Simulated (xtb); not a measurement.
Level of theory: GFN2-xTB in xtb 6.7.1.

```
xtb start.xyz --ohess tight --gfn 2 --chrg 0 --uhf 0 --iterations 400

# start.xyz
7

C     -0.967492    -0.021944     0.042838
O     -0.176361    -0.241192    -1.119930
Si     0.877401     0.052498     0.116143
H     -1.488510     0.919299     0.137437
H     -1.431088    -0.875499     0.514929
H      1.633648    -1.186248     0.421332
H      1.552401     1.353086    -0.112748
```

Output:

```
[...]

         #    Occupation            Energy/Eh            Energy/eV
      -------------------------------------------------------------
         1        2.0000           -0.7692861             -20.9333
       ...           ...                  ...                  ...
         3        2.0000           -0.5851350             -15.9223
         4        2.0000           -0.5157847             -14.0352
         5        2.0000           -0.5089137             -13.8482
         6        2.0000           -0.4812873             -13.0965
         7        2.0000           -0.4473849             -12.1740
         8        2.0000           -0.4208595             -11.4522
         9        2.0000           -0.3801110             -10.3433 (HOMO)
        10                         -0.2121586              -5.7731 (LUMO)
        11                         -0.1762778              -4.7968
        12                         -0.1210563              -3.2941
        13                         -0.1136027              -3.0913
        14                         -0.0568904              -1.5481
       ...                                ...                  ...
        21                          0.7927477              21.5718
      -------------------------------------------------------------
                  HL-Gap            0.1679524 Eh            4.5702 eV
             Fermi-level           -0.2961348 Eh           -8.0582 eV


         :::::::::::::::::::::::::::::::::::::::::::::::::::::
         ::                     SUMMARY                     ::
         :::::::::::::::::::::::::::::::::::::::::::::::::::::
         :: total energy              -9.958505341303 Eh    ::
         :: gradient norm              0.000055752856 Eh/a0 ::
         :: HOMO-LUMO gap              4.570216920642 eV    ::
         ::.................................................::
         :: SCC energy               -10.049671548856 Eh    ::
         :: -> isotropic ES            0.036649658006 Eh    ::
         :: -> anisotropic ES         -0.000678404123 Eh    ::
         :: -> anisotropic XC          0.002229777696 Eh    ::
         :: -> dispersion             -0.002779446293 Eh    ::
         :: repulsion energy           0.091166207553 Eh    ::
         :: add. restraining           0.000000000000 Eh    ::
         :: total charge               0.000000000000 e     ::
         :::::::::::::::::::::::::::::::::::::::::::::::::::::

           -------------------------------------------------
          |                Numerical Hessian                |
           -------------------------------------------------
step length          :   0.00500
SCC accuracy         :   0.30000
Hessian scale factor :   1.00000
frozen atoms in %    :   0.00000    0
RMS gradient         :   0.00006
estimated CPU  time      0.00 min
estimated wall time      0.00 min

writing file <hessian>.

 projected vibrational frequencies (cm⁻¹)
eigval :       -0.00    -0.00     0.00     0.00     0.00     0.00
eigval :      417.44   566.89   580.16   734.04   735.25   759.53
eigval :      782.33  1029.18  1079.35  1101.58  1440.53  2400.64
eigval :     2411.37  3042.31  3057.15
           -------------------------------------------------
          |                Property Printout                |
           -------------------------------------------------

    * Orbital Energies and Occupations

         #    Occupation            Energy/Eh            Energy/eV
      -------------------------------------------------------------
         1        2.0000           -0.7692860             -20.9333
         2        2.0000           -0.6246758             -16.9983
         3        2.0000           -0.5851350             -15.9223
         4        2.0000           -0.5157847             -14.0352
         5        2.0000           -0.5089138             -13.8482
         6        2.0000           -0.4812873             -13.0965
         7        2.0000           -0.4473849             -12.1740
         8        2.0000           -0.4208595             -11.4522
         9        2.0000           -0.3801110             -10.3433 (HOMO)
        10                         -0.2121585              -5.7731 (LUMO)
        11                         -0.1762777              -4.7968
        12                         -0.1210562              -3.2941
        13                         -0.1136026              -3.0913
        14                         -0.0568903              -1.5481
        15                          0.0181734               0.4945
        16                          0.1733675               4.7176
        17                          0.2672542               7.2724
        18                          0.3252082               8.8494
        19                          0.5974913              16.2586
        20                          0.6996320              19.0380
        21                          0.7927478              21.5718
      -------------------------------------------------------------
                  HL-Gap            0.1679525 Eh            4.5702 eV
             Fermi-level           -0.2961348 Eh           -8.0582 eV

     #   Z          covCN         q      C6AA      α(0)
     1   6 C        3.574    -0.046    22.198     6.849
     2   8 O        1.611    -0.390    20.682     6.138
     3  14 Si       3.495     0.494   100.907    19.449
     4   1 H        0.926     0.029     2.604     2.524
     5   1 H        0.926     0.029     2.604     2.524
     6   1 H        0.922    -0.058     4.296     3.241
     7   1 H        0.922    -0.058     4.296     3.241

 Mol. C6AA /au·bohr⁶  :        696.171453
 Mol. C8AA /au·bohr⁸  :      23891.315594
 Mol. α(0) /au        :         43.965666

Wiberg/Mayer (AO) data.
largest (>0.10) Wiberg bond orders for each atom

 ---------------------------------------------------------------------------
     #   Z sym  total        # sym  WBO       # sym  WBO       # sym  WBO
 ---------------------------------------------------------------------------
     1   6 C    3.856 --     5 H    0.989     4 H    0.989     2 O    0.932
                             3 Si   0.884
     2   8 O    2.186 --     3 Si   1.170     1 C    0.932
     3  14 Si   3.813 --     2 O    1.170     1 C    0.884     6 H    0.877
                             7 H    0.877
     4   1 H    0.999 --     1 C    0.989
     5   1 H    0.999 --     1 C    0.989
     6   1 H    0.997 --     3 Si   0.877
     7   1 H    0.997 --     3 Si   0.877
 ---------------------------------------------------------------------------

Topologies differ in total number of bonds
Writing topology from bond orders to xtbtopo.mol

molecular dipole:
                 x           y           z       tot (Debye)
 q only:        0.588       0.192       0.822
   full:        0.554       0.165       0.701       2.309
molecular quadrupole (traceless):
                xx          xy          yy          xz          yz          zz
 q only:        1.826      -0.111       0.013      -0.788      -0.434      -1.838
  q+dip:        2.409      -0.071       1.844      -0.379      -1.355      -4.253
   full:        2.969      -0.160       0.500      -1.106      -0.911      -3.469

           -------------------------------------------------
          |                Geometry Summary                 |
           -------------------------------------------------

      molecular mass/u    :       60.1274025
   center of mass at/Å    :        0.1878444      -0.0457727      -0.2461980
  moments of inertia/u·Å² :        0.2143866E+02   0.4848730E+02   0.6024741E+02
rotational constants/cm⁻¹ :        0.7863193E+00   0.3476711E+00   0.2798067E+00

 * 6 selected distances

     #   Z          #   Z                                           value/Å
     1   6 C        3  14 Si                                      1.8443233 (max)
     2   8 O        3  14 Si                                      1.6400747
     1   6 C        4   1 H                                       1.0806889 (min)
     1   6 C        5   1 H                                       1.0806889
     3  14 Si       6   1 H                                       1.4469710
     3  14 Si       7   1 H                                       1.4469710

 * 4 distinct bonds (by element types)
Molecule has the following symmetry elements: (sigma)
It seems to be the Cs point group

   Z      Z             #   av. dist./Å        max./Å        min./Å
   1 H    6 C           2     1.0806889     1.0806889     1.0806889
   1 H   14 Si          2     1.4469710     1.4469710     1.4469710
   6 C   14 Si          1     1.8443233     1.8443233     1.8443233
   8 O   14 Si          1     1.6400747     1.6400747     1.6400747

           -------------------------------------------------
          |               Frequency Printout                |
           -------------------------------------------------
 projected vibrational frequencies (cm⁻¹)
eigval :       -0.00    -0.00     0.00     0.00     0.00     0.00
eigval :      417.44   566.89   580.16   734.04   735.25   759.53
eigval :      782.33  1029.18  1079.35  1101.58  1440.53  2400.64
eigval :     2411.37  3042.31  3057.15
 reduced masses (amu)
   1: 18.34   2: 19.53   3: 14.83   4: 12.80   5: 19.06   6: 16.24   7:  2.28   8:  3.89
   9:  5.37  10: 10.23  11:  3.12  12: 12.96  13:  8.14  14: 10.30  15:  2.91  16: 10.53
  17:  2.45  18:  2.34  19:  1.48  20:  1.45  21:  2.12
 IR intensities (km·mol⁻¹)
   1:  4.14   2:  3.72   3:  1.20   4:  0.81   5:  0.57   6:  0.32   7:  5.60   8: 78.17
   9:122.42  10:166.44  11: 53.77  12: 56.54  13:  7.90  14:106.28  15:  8.10  16: 49.23
  17:  3.78  18:448.94  19: 87.79  20: 20.68  21: 41.51
 Raman intensities (Ä⁴*amu⁻¹)
   1:  0.00   2:  0.00   3:  0.00   4:  0.00   5:  0.00   6:  0.00   7:  0.00   8:  0.00
   9:  0.00  10:  0.00  11:  0.00  12:  0.00  13:  0.00  14:  0.00  15:  0.00  16:  0.00
  17:  0.00  18:  0.00  19:  0.00  20:  0.00  21:  0.00
 output can be read by thermo (or use thermo option).
 writing <g98.out> molden fake output.
 recommended (thermochemical) frequency scaling factor: 1.0
           -------------------------------------------------
          |             Thermodynamic Functions             |
           -------------------------------------------------

cs  symmetry found (for desy threshold:  0.10E+00) used in thermo

          ...................................................
          :                      SETUP                      :
          :.................................................:
          :  # frequencies                          15      :
          :  # imaginary freq.                       0      :
          :  linear?                             false      :
          :  only rotor calc.                    false      :
          :  symmetry                               cs      :
          :  rotational number                       1      :
          :  scaling factor                  1.0000000      :
          :  rotor cutoff                   50.0000000 cm⁻¹ :
          :  imag. cutoff                  -20.0000000 cm⁻¹ :
          :.................................................:

    mode    ω/cm⁻¹     T·S(HO)/kcal·mol⁻¹    T·S(FR)/kcal·mol⁻¹   T·S(vib)
   ------------------------------------------------------------------------
   ------------------------------------------------------------------------

   temp. (K)  partition function   enthalpy   heat capacity  entropy
                                   cal/mol     cal/K/mol   cal/K/mol   J/K/mol
 298.15  VIB   1.49                  695.231      7.559      3.125
         ROT  0.191E+05              888.752      2.981     22.572
         INT  0.285E+05             1583.984     10.540     25.697
         TR   0.451E+27             1481.254      4.968     38.184
         TOT                        3065.2375    15.5078    63.8814   267.2799

       T/K    H(0)-H(T)+PV         H(T)/Eh          T*S/Eh         G(T)/Eh
   ------------------------------------------------------------------------
    298.15    0.488477E-02    0.507619E-01    0.303521E-01    0.204098E-01
   ------------------------------------------------------------------------

         :::::::::::::::::::::::::::::::::::::::::::::::::::::
         ::                  THERMODYNAMIC                  ::
         :::::::::::::::::::::::::::::::::::::::::::::::::::::
         :: total free energy          -9.938095519300 Eh   ::
         ::.................................................::
         :: total energy               -9.958505341303 Eh   ::
         :: zero point energy           0.045877180195 Eh   ::
         :: G(RRHO) w/o ZPVE           -0.025467358191 Eh   ::
         :: G(RRHO) contrib.            0.020409822003 Eh   ::
         :::::::::::::::::::::::::::::::::::::::::::::::::::::

optimized geometry written to: xtbopt.xyz

           -------------------------------------------------
          | TOTAL ENERGY               -9.958505341303 Eh   |
          | TOTAL ENTHALPY             -9.907743394171 Eh   |
          | TOTAL FREE ENERGY          -9.938095519300 Eh   |
          | GRADIENT NORM               0.000055699978 Eh/α |
          | HOMO-LUMO GAP               4.570219579245 eV   |
           -------------------------------------------------

------------------------------------------------------------------------
```

Cost: about 0.14 core-seconds (a rough figure).
